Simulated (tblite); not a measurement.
Species: C5H12BNO.
Numbering: `[CH3:1][CH2:2][C:3]#[C:4][B@@H-:5]([OH:6])[NH2+:7][CH3:8]` (hydrogens: H9, H10, H11 on C1; H12, H13 on C2; H14 on B5; H15 on O6; H16, H17 on N7; H18, H19, H20 on C8)
Bond orders are those of one Lewis drawing.

Computed with GFN2-xTB (tblite), gas phase: L-BFGS steps from a force-field or distance-geometry start until the largest atomic force falls under 0.01 eV/Å.

Step 30: E = -680.4960 eV
```
atom  x, y, z in Å  |  force x, y, z in eV/Å
C1      3.6408    0.3868   -0.5969    0.024  -0.031   0.004
C2      2.7571   -0.8614   -0.6265   -0.074  -0.029   0.044
C3      1.4180   -0.5532   -0.1478    0.010  -0.051  -0.020
C4      0.3205   -0.3271    0.2919   -0.125   0.059   0.079
B5     -1.0092    0.2072    0.9091    0.077  -0.040   0.072
O6     -1.1964    1.6035    0.7927    0.050   0.021  -0.073
N7     -2.2457   -0.5310   -0.1587    0.033  -0.072  -0.031
C8     -3.5337    0.1545   -0.1838    0.021  -0.033   0.026
H9      3.3492    1.0813   -1.3838    0.003   0.008   0.070
H10     4.6850    0.1138   -0.7395    0.002   0.026  -0.049
H11     3.5426    0.8852    0.3671    0.015   0.002  -0.064
H12     2.7009   -1.2688   -1.6420    0.037   0.017   0.009
H13     3.1848   -1.6313    0.0244    0.024  -0.010  -0.010
H14    -1.3122   -0.2293    1.9720   -0.028   0.046   0.012
H15    -0.6079    1.9759    0.1356   -0.099   0.027   0.041
H16    -2.3298   -1.4902    0.1579    0.002  -0.023  -0.069
H17    -1.7934   -0.5240   -1.0678   -0.091   0.033  -0.034
H18    -3.3385    1.2246   -0.1339   -0.008   0.028  -0.056
H19    -4.1184   -0.1187    0.6908    0.077  -0.012   0.087
H20    -4.1191   -0.0870   -1.0737    0.051   0.034  -0.038
```

Step 31: E = -680.4992 eV
```
atom  x, y, z in Å  |  force x, y, z in eV/Å
C1      3.6399    0.3834   -0.5973    0.022  -0.006   0.005
C2      2.7560   -0.8614   -0.6212   -0.091  -0.055   0.028
C3      1.4180   -0.5535   -0.1422   -0.041  -0.031   0.020
C4      0.3192   -0.3285    0.2952   -0.123   0.066   0.098
B5     -1.0134    0.2072    0.9083    0.099   0.001   0.075
O6     -1.1946    1.6073    0.7916   -0.027  -0.075   0.016
N7     -2.2381   -0.5261   -0.1663   -0.021  -0.091  -0.009
C8     -3.5314    0.1503   -0.1841    0.012  -0.016   0.046
H9      3.3362    1.0811   -1.3743   -0.003   0.049   0.011
H10     4.6816    0.1140   -0.7545    0.034   0.007  -0.054
H11     3.5520    0.8768    0.3676    0.021   0.039   0.015
H12     2.6938   -1.2662   -1.6353    0.046  -0.024  -0.057
H13     3.1852   -1.6311    0.0262    0.037  -0.044   0.020
H14    -1.3222   -0.2272    1.9736   -0.013   0.063  -0.051
H15    -0.6047    1.9773    0.1380   -0.024   0.064  -0.036
H16    -2.3138   -1.4860    0.1530    0.001   0.002  -0.108
H17    -1.7953   -0.5134   -1.0803   -0.068   0.018  -0.007
H18    -3.3444    1.2216   -0.1399    0.009   0.051  -0.057
H19    -4.1064   -0.1195    0.6980    0.073  -0.031   0.073
H20    -4.1230   -0.0952   -1.0688    0.055   0.012  -0.029
```

Step 32: E = -680.5027 eV
```
atom  x, y, z in Å  |  force x, y, z in eV/Å
C1      3.6387    0.3786   -0.5980    0.028   0.050   0.001
C2      2.7530   -0.8631   -0.6147   -0.066  -0.065   0.001
C3      1.4161   -0.5551   -0.1357   -0.097  -0.010   0.066
C4      0.3169   -0.3307    0.3024   -0.055   0.059   0.096
B5     -1.0140    0.2113    0.9115    0.066   0.033   0.055
O6     -1.1885    1.6129    0.7892    0.068  -0.033  -0.063
N7     -2.2317   -0.5188   -0.1747   -0.070  -0.047  -0.038
C8     -3.5347    0.1414   -0.1851    0.014   0.021   0.034
H9      3.3156    1.0844   -1.3591    0.003   0.055  -0.014
H10     4.6780    0.1143   -0.7823    0.000  -0.001  -0.039
H11     3.5695    0.8642    0.3717    0.037   0.043   0.047
H12     2.6886   -1.2667   -1.6277    0.040  -0.056  -0.096
H13     3.1856   -1.6309    0.0310    0.036  -0.075   0.042
H14    -1.3351   -0.2190    1.9767    0.001   0.066  -0.094
H15    -0.5813    1.9840    0.1474   -0.124  -0.009   0.060
H16    -2.2939   -1.4818    0.1388   -0.006   0.004  -0.131
H17    -1.7965   -0.4895   -1.0930   -0.057  -0.007   0.047
H18    -3.3633    1.2170   -0.1548    0.023   0.009  -0.047
H19    -4.0951   -0.1254    0.7078    0.072  -0.035   0.042
H20    -4.1332   -0.1163   -1.0641    0.084  -0.003   0.031
```

**Question.** Estimate the geometry and energy of step 33. (The exact step hangs on the optimiser's Hessian estimate; all steps are aligned on step 32, rigid shifts and turns removed.)

**Answer.** E = -680.5066 eV, largest force 0.146 eV/Å
```
atom  x, y, z in Å  |  force x, y, z in eV/Å
C1      3.6382    0.3751   -0.5981   -0.015   0.058  -0.003
C2      2.7491   -0.8657   -0.6088   -0.007  -0.043  -0.030
C3      1.4130   -0.5571   -0.1286   -0.114   0.001   0.091
C4      0.3138   -0.3317    0.3104    0.061   0.027   0.071
B5     -1.0122    0.2153    0.9164    0.001   0.073   0.012
O6     -1.1834    1.6157    0.7876    0.005  -0.049   0.018
N7     -2.2276   -0.5155   -0.1841   -0.082   0.008  -0.018
C8     -3.5352    0.1350   -0.1853    0.013   0.045   0.030
H9      3.3006    1.0871   -1.3463   -0.001   0.062  -0.048
H10     4.6748    0.1156   -0.8042   -0.017  -0.020  -0.024
H11     3.5834    0.8565    0.3736    0.051   0.038   0.085
H12     2.6841   -1.2670   -1.6228    0.028  -0.071  -0.091
H13     3.1861   -1.6329    0.0346    0.021  -0.078   0.044
H14    -1.3459   -0.2118    1.9784    0.004   0.058  -0.098
H15    -0.5731    1.9892    0.1527   -0.070   0.000   0.002
H16    -2.2756   -1.4796    0.1261   -0.031  -0.018  -0.138
H17    -1.8008   -0.4736   -1.1053   -0.019  -0.021   0.048
H18    -3.3727    1.2127   -0.1667    0.036  -0.002  -0.024
H19    -4.0820   -0.1288    0.7173    0.058  -0.035   0.010
H20    -4.1396   -0.1275   -1.0596    0.079  -0.034   0.064
```

The energy changes by -0.0039 eV. The first-order estimate −F·Δx gives -0.0054 eV and the mean of the old and new forces, exact on a quadratic surface, -0.0039 eV. The step makes an angle of 78° with the force vector and moves no atom by more than 0.022 Å.

The cost below is that of the whole relaxation. Hardware: one thread, Arm Neoverse N1 (aarch64), shared host with 64 logical CPUs at a one-minute load of 61. Cost: 1.3 s of wall time.
